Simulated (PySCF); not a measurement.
# Reading the logs of faulty runs: BGeH6N2 cation

All numbers below are calculated, not measured. They come from PySCF 2.14.0, an open-source quantum chemistry program, on an isolated molecule that a program drew, which may never have been made. The molecule is BGeH6N2 cation (charge +1, singlet), drawn as the SMILES string `NB[NH][GeH2+]`.

Each row is a Hartree-Fock (HF) and frozen-core CCSD(T) single point in the cc-pVDZ basis, meant for a local HF minimum. Run 1 is clean. Each other run has one planted mistake out of seven kinds, and not every kind appears here: one electron removed, one electron added, multiplicity raised by two, geometry at a saddle point, minimal basis STO-3G, one bond length entered in bohr, all coordinates scaled. The reference is restricted for singlets and unrestricted otherwise, and also for a bond in bohr. Adding or removing an electron swaps singlet and doublet. Electrons count all cores. HOMO and LUMO are orbital energies over both spins, the gradient is its largest component, and the lowest frequency (negative if imaginary) is given only where the gradient is small. Bond lengths are over the 9 bonds as drawn. T1 is the CCSD diagnostic: over 0.02 (restricted) or 0.045 (unrestricted) a single reference is doubtful. Germanium has the cc-pVDZ-PP basis, with a core potential (ECP10MDF) in place of its 10 inner electrons, and its 3s, 3p and 3d shells are frozen in CCSD(T).

Geometry of the clean run:
```xyz
10
BGeH6N2 cation, angstrom
N    -1.5161   -2.1367    0.5363
B    -0.7325   -1.7945   -0.5482
N    -0.0241   -0.4810   -0.6630
Ge    0.0528    0.8947    0.3866
H    -1.7084   -1.5888    1.3485
H    -1.9680   -3.0291    0.5629
H    -0.5761   -2.5373   -1.4641
H     0.5046   -0.3905   -1.5154
H     0.8780    2.0774   -0.0475
H    -0.7004    0.8678    1.6895
```

```
run,electrons,basis functions,<S^2>,HOMO (eV),LUMO (eV),gradient (hartree/bohr),lowest frequency (cm^-1),mean bond (Å),longest bond (Å),T1,HF (hartree),CCSD(T) (hartree),mistake
1,56,95,0.000,-15.69,-4.73,3.1e-05,46,1.3130,1.732,0.0200,-430.28643,-430.84790,no fault
2,56,95,0.000,-15.88,-4.67,2.3e-02,-,1.2815,1.690,0.0184,-430.28001,-430.83534,all coordinates scaled
3,55,95,0.762,-22.89,-11.74,1.1e-01,-,1.3130,1.732,0.0300,-429.79177,-430.30475,?
4,56,95,2.067,-12.35,-6.70,1.2e-01,-,1.3130,1.732,0.0448,-430.17334,-430.71044,?
```

**Which mistake was planted in run 3, and what did it cost?**

It counts 55 electrons, one fewer than the clean run, at the same geometry and basis. So the mistake is: one electron removed. Subtracting run 1 and multiplying by 627.51 kcal/mol a hartree, the energy moved by 310.4 kcal/mol in HF and 340.8 kcal/mol in CCSD(T).

**Which mistake was planted in run 4, and what did it cost?**

Electrons, basis and geometry are unchanged, and <S^2> is 2.067, beside S(S+1) = 2.00 for a multiplicity of 3. So the mistake is: multiplicity raised by two. Subtracting run 1 and multiplying by 627.51 kcal/mol a hartree, the energy moved by 71.0 kcal/mol in HF and 86.3 kcal/mol in CCSD(T).

Cautions from the logs. Run 1: T1 is over the limit, so its CCSD(T) energy is less reliable.
